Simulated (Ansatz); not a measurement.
Input file for Ansatz (an electronic-structure program): R-B2PLYP/def2-TZVPP on F2Mg (SMILES [F][Mg][F]).

Ansatz 0.2 input:
```yaml
crystal:
  periodic: [false, false, false]
  atoms:
    - {symbol: Mg, position_ang: [0.00003639, 0.00000970, -0.00021610]}
    - {symbol: F, position_ang: [1.75103537, -0.00358587, 0.00799440]}
    - {symbol: F, position_ang: [-1.75097176, 0.00357617, -0.00777830]}
basis:
  gaussian:
    orbitals: def2-TZVPP
hamiltonian:
  xc: {name: B2PLYP}
magnetization: {spin_polarized: false}
correlation: {electrons: outside_noble_gas}
scf: {lower_state_search: off}
```

The log:

```
WARN ansatz: RAYON_NUM_THREADS=4 ignored (pool sized by the plan → 4); use --threads N
Functional definition: B2PLYP
these checks for a lower state are left out or cut short: stability, starts, cluster_reference, orbital_swaps, neighbouring_geometries, increment
integrals: 0.04 GiB planned
690 factors; integrals over basis functions are off by at most 1.0e-3 eV
mean field: 0.25 GiB planned
mean field evaluation 1: about -10868.9147 eV, gradient 5.6e1 eV
mean field evaluation 2: about -10868.9113 eV, gradient 5.6e1 eV
mean field evaluation 4: about -10873.6733 eV, gradient 8.3e-1 eV
mean field evaluation 8: about -10873.6759 eV, gradient 1.2e-2 eV
mean field evaluation 16: about -10873.6759 eV, gradient 3.4e-6 eV
mean field -10873.67587637 eV, -399.6002180145 hartree, gradient 3.4e-6 eV, S^2 0.000000; 0 other end points of the search recorded, 0 dependent functions left out
7 core orbitals not correlated
reference -10873.67601471 eV, -399.6002230983 hartree; 8, 8 occupied and 79, 79 virtual orbitals, 690 factors
second order -17.73422217 eV of doubles, -0.00000000 eV of singles
Total energy: -10878.46425469 eV, -399.7761876721 hartree
Checks for a lower state left out: stability, starts, cluster_reference, orbital_swaps, neighbouring_geometries, increment
```

Self-consistency was reached.

Cost: around 1.3 core-seconds (rough).
